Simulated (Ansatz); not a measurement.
```xyz
10

B    -1.242    0.582    0.289
Si    0.448    0.689   -1.186
C     1.161   -0.170    0.379
N    -0.247   -0.485    0.310
H    -2.340    0.301   -0.081
H    -0.989    1.554    0.939
H     0.480   -0.522   -2.100
H     1.806   -1.038    0.306
H     1.394    0.482    1.216
H    -0.470   -1.393   -0.072
```

The species carries charge 0 and has multiplicity 1. The bonds changed during the relaxation, so this is another structure than the one it started from.

Question: List the ωB97M-V/def2-TZVPP orbital energies in eV (Ansatz 0.2.0). (An estimate is asked.)

Answer: The calculation gave: Occupied: -1806.81, -396.38, -282.44, -187.66, -147.81, -102.00, -101.89, -101.84, -29.41, -21.82, -19.07, -17.04, -16.33, -14.23, -13.42, -12.35, -11.77, -9.99, -8.70. Lowest empty: 0.60, 2.03, 2.12, 2.72, 3.38, 3.79, 3.90, 4.20.
